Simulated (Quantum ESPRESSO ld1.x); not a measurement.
All-electron atom: Au8+ in [Xe] 4f14 5d3 (the NIST ground configuration). Method: non-relativistic Kohn-Sham, PBE, spin-unpolarised, spherical densities, point nucleus; relativity is left out, which matters for an element this heavy; computed with ld1.x of Quantum ESPRESSO 7.5.

X-ray form factor f0, the Fourier transform of the density (f0(0) = 71):

| sin(theta)/lambda (1/angstrom) | f0 (electrons) |
|---|---|
| 0.05 | 70.568 |
| 0.1 | 69.311 |
| 0.15 | 67.339 |
| 0.2 | 64.810 |
| 0.25 | 61.906 |
| 0.3 | 58.803 |
| 0.4 | 52.577 |
| 0.5 | 46.895 |
| 0.6 | 41.988 |
| 0.8 | 34.103 |
| 1 | 27.940 |
| 1.25 | 22.137 |
| 1.5 | 18.267 |
| 2 | 14.123 |
